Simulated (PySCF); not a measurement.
C4H2BrF, SMILES C#C/C(Br)=C\F. Atoms are numbered in the order given.

```xyz
8

C      2.2296    -1.7183     0.0000
C      1.1607    -1.1447     0.0000
C     -0.0732    -0.4556     0.0000
Br    -0.0196     1.4366     0.0000
C     -1.2750    -1.0536     0.0000
F     -1.3905    -2.3668     0.0000
H      3.1732    -2.2324     0.0000
H     -2.2261    -0.5156     0.0000
```
Charge 0, spin multiplicity 1.

Coordinates come from a PBE0-D3(BJ)/def2-SVP optimisation. The structure was generated by enumeration; whether it is a known compound was not checked.

Two levels are set side by side: PBE/pcSseg-1 (PySCF) and PBE0/pcSseg-1 (PySCF). GIAO shifts against CFCl3 (¹⁹F), TMS (¹H), TMS (¹³C) at the same level; non-relativistic, no solvent, atoms listed together averaged. Without spin–orbit terms, shifts of atoms bonded to Cl or Br come out too high at both levels. Differences are taken from unrounded values.

| quantity | PBE0 |
|---|---|
| δ(¹³C) of C1 (ppm) | 102.3 |
| δ(¹³C) of C2 (ppm) | 78.7 |
| δ(¹³C) of C3 (ppm) | 110.8 |
| δ(¹³C) of C5 (ppm) | 169.0 |
| δ(¹⁹F) of F6 (ppm) | -98.3 |
| δ(¹H) of H7 (ppm) | 4.14 |
| δ(¹H) of H8 (ppm) | 7.53 |

**Question.** What does PBE give, and how far is it from PBE0? (Estimate from the structure and the level; the computed values follow.)

**Answer.** 
```json
[
 {"quantity": "δ(¹³C) of C1 (ppm)", "PBE": "99.9", "PBE minus PBE0": "-2.4"},
 {"quantity": "δ(¹³C) of C2 (ppm)", "PBE": "81.8", "PBE minus PBE0": "3.1"},
 {"quantity": "δ(¹³C) of C3 (ppm)", "PBE": "109.8", "PBE minus PBE0": "-1.0"},
 {"quantity": "δ(¹³C) of C5 (ppm)", "PBE": "167.1", "PBE minus PBE0": "-1.9"},
 {"quantity": "δ(¹⁹F) of F6 (ppm)", "PBE": "-106.3", "PBE minus PBE0": "-8.0"},
 {"quantity": "δ(¹H) of H7 (ppm)", "PBE": "4.03", "PBE minus PBE0": "-0.11"},
 {"quantity": "δ(¹H) of H8 (ppm)", "PBE": "7.55", "PBE minus PBE0": "0.02"}
]
```

Rough cost on one machine, each run with all the roots and properties that it gave: PBE0 against PBE within a factor of 2.
